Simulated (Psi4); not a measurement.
CaF₂ (SMILES [F][Ca][F]), singlet, geometry from GFN2-xTB (such geometries of metal compounds can be far from the true shape); WB97M-V/def2-SVP (Psi4).

Input for Psi4:
```
memory 2 GB

molecule mol {
0 1
  Ca    0.484637   -0.079697   -0.181770
  F    -0.725348    1.235638   -0.799189
  F    -0.351624   -1.058533    1.203122
}

set basis def2-svp
set reference rks

energy('wb97m-v')
print_variables()
```

The log (banner, timings and long lists left out):

```
   => Loading Basis Set <=

    Name: DEF2-SVP
    Role: ORBITAL
    Keyword: BASIS

         ---------------------------------------------------------
                                   SCF
               by Justin Turney, Rob Parrish, Andy Simmonett
                          and Daniel G. A. Smith
                              RKS Reference
         ---------------------------------------------------------

  ==> Geometry <==

    Molecular point group: cs
    Full point group: Cs

    Geometry (in Angstrom), charge = 0, multiplicity = 1:

       Center              X                  Y                   Z               Mass
    ------------   -----------------  -----------------  -----------------  -----------------
         CA           0.070326810344    -0.534249963944     0.000000000000    39.962590863000
         F            1.446875279794     0.762087336016     0.000000000000    18.998403162730
         F           -1.594805688704     0.361691991371     0.000000000000    18.998403162730

  Running in cs symmetry.

  Rotational constants: A =      0.70806  B =      0.18855  C =      0.14890 [cm^-1]
  Rotational constants: A =  21227.17057  B =   5652.51519  C =   4463.85070 [MHz]
  Nuclear repulsion =  114.720920261947313

  Charge       = 0
  Multiplicity = 1
  Electrons    = 38
  Nalpha       = 19
  Nbeta        = 19

  ==> Algorithm <==

  SCF Algorithm Type is DF.
  DIIS enabled.
  MOM disabled.
  Fractional occupation disabled.
  Guess Type is SAD.
  Energy threshold   = 1.00e-06
  Density threshold  = 1.00e-06
  Integral threshold = 1.00e-12

  ==> Primary Basis <==

  Basis Set: DEF2-SVP
    Blend: DEF2-SVP
    Number of shells: 22
    Number of basis functions: 52
    Number of Cartesian functions: 56
    Spherical Harmonics?: true
    Max angular momentum: 2

  ==> DFT Potential <==

   => LibXC <=

    Version 7.1.2
    S. Lehtola, C. Steigemann, M. J. T. Oliveira, and M. A. L. Marques,  SoftwareX 7, 1–5 (2018) (10.1016/j.softx.2017.11.002)

   => Composite Functional: WB97M-V <=

    wB97M-V Hyb-GGA Exchange-Correlation Functional

    N. Mardirossian and M. Head-Gordon,  J. Chem. Phys. 144, 214110 (2016) (10.1063/1.4952647)

    Deriv               =              1
    GGA                 =           TRUE
    Meta                =           TRUE

    Exchange Hybrid     =           TRUE
    MP2 Hybrid          =          FALSE

   => Exchange-Correlation Functionals <=

    1.0000   wB97M-V exchange-correlation functional

   => Exact (HF) Exchange <=

    0.8500            HF,LR [omega = 0.3000]
    0.1500               HF

   => LibXC Density Thresholds  <==

    XC_HYB_MGGA_XC_WB97M_V:  1.00E-13

   => VV10 Non-Local Parameters <=

    VV10 B              =     6.0000E+00
    VV10 C              =     1.0000E-02

   => Molecular Quadrature <=

    Radial Scheme          =       TREUTLER
    Pruning Scheme         =           NONE
    Nuclear Scheme         =       TREUTLER

    Blocking Scheme        =         OCTREE
    BS radius alpha        =              1
    Pruning alpha          =              1
    Radial Points          =             75
    Spherical Points       =            302
    Total Points           =          65928
    Total Blocks           =            565
    Max Points             =            256
    Max Functions          =             51
    Weights Tolerance      =       1.00E-15

   => Loading Basis Set <=

    Name: (DEF2-SVP AUX)
    Role: JKFIT
    Keyword: DF_BASIS_SCF

  ==> Integral Setup <==

  SCF_SUBTYPE=INCORE selected. In-core MEM_DF algorithm will be used.
  Using in-core AOs.

  ==> MemDFJK: Density-Fitted J/K Matrices <==

    J tasked:                   Yes
    K tasked:                   Yes
    wK tasked:                  Yes
    Omega:                3.000E-01
    Algorithm:                 Core
    Schwarz Cutoff:           1E-12
    Mask sparsity (%):       2.1450
    Fitting Condition:        1E-10

   => Auxiliary Basis Set <=

  Basis Set: (DEF2-SVP AUX)
    Blend: DEF2-UNIVERSAL-JKFIT
    Number of shells: 94
    Number of basis functions: 314
    Number of Cartesian functions: 389
    Spherical Harmonics?: true
    Max angular momentum: 4

  Minimum eigenvalue in the overlap matrix is 6.6370885810E-02.
  Reciprocal condition number of the overlap matrix is 2.3989925711E-02.
    Using symmetric orthogonalization.

  ==> Pre-Iterations <==

  SCF Guess: Superposition of Atomic Densities via on-the-fly atomic UHF (no occupation information).

   -------------------------
    Irrep   Nso     Nmo
   -------------------------
     A'        37      37
     A"        15      15
   -------------------------
    Total      52      52
   -------------------------

  ==> Iterations <==

                           Total Energy        Delta E     RMS |[F,P]|

   @DF-RKS iter SAD:  -876.01020871732635   -8.76010e+02   0.00000e+00
   @DF-RKS iter   1:  -876.85629126960737   -8.46083e-01   1.92571e-02 DIIS/ADIIS
   @DF-RKS iter   2:  -876.64995316456668    2.06338e-01   2.90055e-02 DIIS/ADIIS
   @DF-RKS iter   3:  -877.08706960011534   -4.37116e-01   1.09380e-03 DIIS/ADIIS
   @DF-RKS iter   4:  -877.08763994764320   -5.70348e-04   2.47337e-04 DIIS/ADIIS
   @DF-RKS iter   5:  -877.08767236215647   -3.24145e-05   4.98658e-05 DIIS
   @DF-RKS iter   6:  -877.08767422931555   -1.86716e-06   1.83817e-05 DIIS
   @DF-RKS iter   7:  -877.08767445220042   -2.22885e-07   5.98874e-06 DIIS
   @DF-RKS iter   8:  -877.08767449794959   -4.57492e-08   1.19207e-06 DIIS
   @DF-RKS iter   9:  -877.08767450396942   -6.01983e-09   2.50087e-07 DIIS
  Energy and wave function converged.

  ==> Post-Iterations <==

   Electrons on quadrature grid:
      Ntotal   =   37.9997078696 ; deviation = -2.921e-04

    Orbital Energies [Eh]
    ---------------------

    Doubly Occupied:

[...]
      15Ap    -0.405837

    Virtual:

[...]
    Final Occupation by Irrep:
             Ap   App
    DOCC [    15,    4 ]
    NA   [    15,    4 ]
    NB   [    15,    4 ]

  @DF-RKS Final Energy:  -877.08767450396942

   => Energetics <=

    Nuclear Repulsion Energy =            114.7209202619473132
    One-Electron Energy =               -1438.9966305474163164
    Two-Electron Energy =                 490.8233649578800168
    DFT Exchange-Correlation Energy =     -43.7959075360162586
    Empirical Dispersion Energy =           0.0000000000000000
    VV10 Nonlocal Energy =                  0.1605783596356753
    Total Energy =                       -877.0876745039694242

Computation Completed

Properties will be evaluated at   0.000000,   0.000000,   0.000000 [a0]

Properties computed using the SCF density matrix

 Multipole Moments:

 ------------------------------------------------------------------------------------
     Multipole            Electronic (a.u.)      Nuclear  (a.u.)        Total (a.u.)
 ------------------------------------------------------------------------------------

 L = 1.  Multiply by 2.5417464519 to convert [e a0] to [Debye]
 Dipole X            :          0.2215106            0.1420366            0.3635472
 Dipole Y            :         -1.6827402           -1.0790059           -2.7617461
 Dipole Z            :          0.0000000            0.0000000            0.0000000
 Magnitude           :                                                    2.7855714

 ------------------------------------------------------------------------------------

  Variable Map:
  ----------------------------------------------------------------------------
[...]
  Array Variable Map:
  ----------------------------------------------------------------------------
[...]
[...]
```
